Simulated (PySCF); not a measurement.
C₄H₁₃AlO, singlet, GFN2-xTB optimised geometry.

```
19

Al    -0.23     0.00     0.00
C      1.78     0.00     0.00
H      2.25    -0.96    -0.26
H      2.14     0.23     1.01
H      2.24     0.76    -0.65
C     -1.19    -1.57     0.81
H     -1.31    -1.45     1.89
H     -0.65    -2.52     0.67
H     -2.20    -1.74     0.42
C     -1.20     1.76     0.00
H     -0.73     2.52    -0.64
H     -1.22     2.20     1.00
H     -2.25     1.70    -0.31
C     -1.42    -0.63    -2.78
O     -0.33    -0.46    -1.90
H     -1.36     0.05    -3.63
H     -2.31    -0.41    -2.21
H     -1.47    -1.66    -3.14
H      0.52    -0.63    -2.32
```

Density from PySCF with CAM-B3LYP/def2-SVP at that geometry.

Minimum of the electron density along straight lines between bonded atoms, close to the bond critical point (lines longer than 1.1 times the sum of covalent radii, or with two minima, are not listed):

| bond | length / Å | ρ at the minimum / e bohr⁻³ | ∇²ρ there / e bohr⁻⁵ | position (fraction from the first atom) |
|---|---|---|---|---|
| Al1–C2 | 2.016 | 0.075 | 0.30 | 0.39 |
| C2–H3 | 1.097 | 0.262 | -0.88 | 0.62 |
| C2–H4 | 1.094 | 0.264 | -0.91 | 0.62 |
| C2–H5 | 1.097 | 0.262 | -0.89 | 0.62 |
| Al1–C6 | 2.009 | 0.076 | 0.31 | 0.39 |
| C6–H7 | 1.094 | 0.264 | -0.91 | 0.62 |
| C6–H8 | 1.096 | 0.263 | -0.90 | 0.62 |
| C6–H9 | 1.096 | 0.262 | -0.89 | 0.62 |
| Al1–C10 | 2.009 | 0.076 | 0.31 | 0.39 |
| C10–H11 | 1.096 | 0.263 | -0.90 | 0.62 |
| C10–H12 | 1.094 | 0.264 | -0.91 | 0.62 |
| C10–H13 | 1.096 | 0.263 | -0.89 | 0.62 |
| Al1–O15 | 1.959 | 0.046 | 0.34 | 0.42 |
| C14–O15 | 1.413 | ? | ? | 0.33 |
| C14–H16 | 1.092 | 0.283 | -1.10 | 0.64 |
| C14–H17 | 1.087 | 0.287 | -1.16 | 0.65 |
| C14–H18 | 1.092 | 0.283 | -1.10 | 0.64 |
| O15–H19 | 0.961 | 0.350 | ? | 0.82 |

### Question
Fill in the missing entries.

### Answer

- C14–O15, ρ at the minimum / e bohr⁻³: 0.244
- C14–O15, ∇²ρ there / e bohr⁻⁵: -0.19
- O15–H19, ∇²ρ there / e bohr⁻⁵: -2.59
